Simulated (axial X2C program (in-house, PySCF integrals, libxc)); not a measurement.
WP: bond constants with and without spin–orbit coupling

All values were computed with an in-house all-electron X2C program for linear molecules (integrals from PySCF). Spin-free means the one-electron spin-free X2C Hamiltonian; two-component (2c) means X2C with spin–orbit coupling and atomic mean-field two-electron Coulomb and Gaunt terms, so the difference of the two also holds small scalar two-electron terms. Basis: W dyall-cv3z [13s14p9d7f4g], P dyall-v3z [8s7p2d1f] (cores contracted in-house); Gaussian nuclei, density fitting, unrestricted open shells. Masses: W 183.951 u, P 30.974 u.

Input:
```json
{"zs": [74, 15], "q": 0, "bas": ["dyall-cv3z", "dyall-v3z"], "levels": ["PBE0", "HF", "BP86"], "cc": true, "r0": 2.22, "thr": -1.0, "nmax": 90, "npts": 10, "nst": 2, "ntry": 6}
```
```bash
python so2c.py task.json out
```

Keys: zs atomic numbers; q charge; bas basis sets; levels methods; cc coupled cluster on or off; r0 starting distance in Å; thr threshold in hartree for freezing inner shells (an s shell follows its p shell); nmax most natural virtual spinors; npts points on the curve; nst determinants followed; ntry starts of the search. HF also brings MP2.

State, spin-free: M_S = 3/2, Λ = 0 (beyond evenly filled blocks: σα, δ+α, δ-α); electrons by block: σα: 18, σβ: 17, π+α: 9, π+β: 9, π-α: 9, π-β: 9, δ+α: 4, δ+β: 3, δ-α: 4, δ-β: 3, φ+α: 1, φ+β: 1, φ-α: 1, φ-β: 1. Fragments: W + P.

State, 2c: Ω = 3/2 (⟨Sz⟩ = 1.49, ⟨Lz⟩ = 0.01 at PBE0); electrons by block: 1/2: 27, -1/2: 26, 3/2: 12, -3/2: 13, 5/2: 5, -5/2: 4, 7/2: 1, -7/2: 1. Fragments: W + P.

```csv
Hamiltonian,level,Re (Å),ωe (cm⁻¹),ωexe (cm⁻¹),Be (cm⁻¹),αe (cm⁻¹),μ (D)
spin-free,PBE0,2.116,499.2,2.36,0.142,0.000747,-3.72
spin-free,CCSD,2.137,472.7,2.48,0.1393,0.000749,n/a
spin-free,CCSD(T),2.125,495.7,2.33,0.1408,0.000685,n/a
spin-free,BP86,2.121,527.1,1.85,0.1414,0.000539,-3.11
2c,PBE0,2.118,494.9,2.34,0.1418,0.000749,-3.71
2c,BP86,2.123,523.3,1.86,0.1412,0.000547,-3.09
```

Correlated methods: 11 electrons correlated (number of frozen shells: W 5 s, 4 p, 2 d, 1 f; P 2 s, 1 p), 285 virtual spin orbitals or spinors in MP2, 90 natural virtuals in coupled cluster.

Dipoles are positive if P is the positive end.

The state is a single determinant with fixed occupations, the lowest that a limited PBE0 search found. De is not given where an atomic determinant may have missed its ground term or J level, or where the truncated virtual space spoils (T). Density functionals use the spin component along the axis (collinear). Coupled cluster ran in a truncated set of natural virtual spinors; the MP2 energy of the rest was added. (T) has no such correction and the atoms are truncated less, which lowers De at CCSD(T) by a hundredth of an eV or more. Other states lie close and PBE0, whose exact exchange favours high spin, may order them wrongly; the determinant shown need not be the ground state. The nearest other spin-free determinant of the search, M_S = 1/2, Λ = 2, lies 0.96 eV up at the distance of the search. The functionals have no current-density term, which raises determinants with orbital currents, atoms included. With several unpaired electrons one determinant need not be a pure state. This is the top spin component of a Σ state; components of lower Ω are not single determinants and can lie lower. The determinant is spin-polarised beyond a pure state at some levels (its spin-free form has ⟨S²⟩ too high), which makes Re and μ there less reliable. The T1 diagnostic is large, a sign of multireference character. With the outer-core shells frozen, correlated bond lengths of heavy atoms tend to come out a few hundredths of an ångström too long.

No reliable constants came from CCSD (2c), CCSD(T) (2c), HF (2c), HF (spin-free), MP2 (2c), MP2 (spin-free): no minimum in range, unconverged points, a curve that is not smooth, a change of character along it, or the two Hamiltonians disagreeing along it.

Rough cost a point (2c) on 1 thread(s) of a shared host, integrals apart: PBE0 3 s, BP86 1.2 s.

The whole task took 4.7 min on 1 thread of Arm Neoverse V1 (shared host).
